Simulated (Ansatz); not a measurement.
A structure relaxed at PBE0-D4/def2-SVPD in Ansatz, charge -1, singlet:

Cartesian coordinates in Å:
```
P 2.115 -0.774 0.525
Cu -1.904 -1.639 -0.006
Cu 0.046 -0.910 1.408
Cu 1.103 1.136 0.001
Cu -0.514 2.713 -0.908
Cu -1.248 0.624 -0.088
Cu 0.402 -1.149 -0.932
```

(1) Give its formula.

(2) Summarise the bond lengths by kind (pairs closer than 1.2 times the sum of covalent radii, bridged metal pairs left out).

## Answers

(1) Cu6P⁻.

(2) 8 × Cu–Cu 2.36 to 2.56 Å; 3 × Cu–P 2.22 to 2.28 Å.

The restricted singlet is unstable towards broken spin symmetry in Hartree–Fock (as tested in another run); at PBE0-D4/def2-SVPD this wasn't settled. The structure comes from a short search, and lower isomers may exist.
